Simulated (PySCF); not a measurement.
Compound: C3H7NSi.
Z-matrix (Å and degrees, PBE0-D3(BJ)/def2-SVP geometry), rows numbered from 1:
```
Si
C   1  1.8932
C   2  1.5092  1  116.17
C   3  1.4487  2  123.83  1   -31.88
N   4  1.2533  3   68.12  2   102.47
H   1  1.4954  2  108.17  3   176.27
H   1  1.4917  2  112.04  3   -63.59
H   1  1.4970  2  110.50  3    57.76
H   2  1.1052  1  107.41  3  -123.19
H   2  1.1044  1  107.65  3   123.43
H   3  1.0998  2  114.75  1   169.17
H   4  1.0934  3  153.13  5  -178.18
```

The computed photoelectron lines, unassigned: C 1s: 290.44 (area 1), 291.82 (area 1), 292.26 (area 1) eV; N 1s: 405.20 eV; Si 1s: 1846.42 eV; Si 2p3/2: 106.66 eV.

Method used: PySCF 2.14.0, delta-SCF UKS SCAN, pcX-2 on the ionised atom, pcseg-1 elsewhere, spin-free X2C. One conformer (not necessarily the lowest) at the PBE0-D3(BJ)/def2-SVP geometry, without solvent, vibrations or thermal averaging.

(1) Order the carbon atoms by C 1s binding energy.

Answers

(1) 290.44 eV: C2 (sp3 carbon bound to silicon); 291.82 eV: C3 (sp3 carbon bound to nitrogen); 292.26 eV: C4 (C=N carbon). The listed C 1s values span 1.82 eV, from C2 (bonded to C, 2 H and Si) to C4 (bonded to N (double bond), C and H). Summing the Pauling electronegativity differences to the bonded atoms, each weighted by its formal bond order, gives -1.35 for the lowest site and +0.63 for the highest; no listed site has a larger sum than the highest.

Bonded neighbours of each site: Si1: C and 3 H; C2: C, 2 H and Si; C3: N, 2 C and H; C4: N (double bond), C and H; N5: C (double bond) and C.

Problem. Express the binding energy of Si 2p3/2 of Si1 in atomic units and per mole.

Solution. 106.66 eV = 3.9197 Eh = 10291 kJ/mol.

The unrestricted hole states depart most from a pure doublet (⟨S²⟩ = 0.75; over 0.85 named) for C 1s of C4 (0.90), which makes this value less certain. The 2p values add to the ΔSCF energy of one spin-free hole a correction within the shell (spin–orbit coupling, ligand field). 2p1/2 minus 2p3/2 (ligand field included): Si 0.62 eV.

The run took 40 s on one thread of an x86-64 server, on a shared host.
